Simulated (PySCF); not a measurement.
Ligands exchanged one at a time, Sn OH-OCH3. Gas-phase values, no solvent. One relaxed conformer stands for each flexible species; it need not be the lowest. Strings in code marks are SMILES.

These are PBE-D3(BJ)/def2-TZVP // PBE0-D4/def2-SVP (PySCF 2.14.0) values and carry that method's errors. Excitations are Tamm–Dancoff values on a coarser integration grid. The basis has no diffuse functions, so Rydberg states are missing or too high.

```tsv
species	S1–T1 gap (TDA) (eV)	T1 excitation (TDA) (eV)	HOMO–LUMO gap (eV)	HOMO (eV)
0 of 4 OH replaced by OCH3 (`[OH][Sn]([OH])([OH])[OH]`)	0.38	4.36	4.56	-7.37
1 of 4 OH replaced by OCH3	0.28	3.57	[?]	-6.49
2 of 4 OH replaced by OCH3	[?]	3.56	3.71	-6.45
3 of 4 OH replaced by OCH3 (`C[O][Sn]([OH])([O]C)[O]C`)	0.27	[?]	3.67	-6.36
4 of 4 OH replaced by OCH3	–	–	[?]	-6.34
```

Question: Complete the blanks.

Answer: 
- 1 of 4 OH replaced by OCH3, HOMO–LUMO gap (eV): 3.72
- 2 of 4 OH replaced by OCH3, S1–T1 gap (TDA) (eV): 0.31
- 3 of 4 OH replaced by OCH3 (`C[O][Sn]([OH])([O]C)[O]C`), T1 excitation (TDA) (eV): 3.52
- 4 of 4 OH replaced by OCH3, HOMO–LUMO gap (eV): 3.69
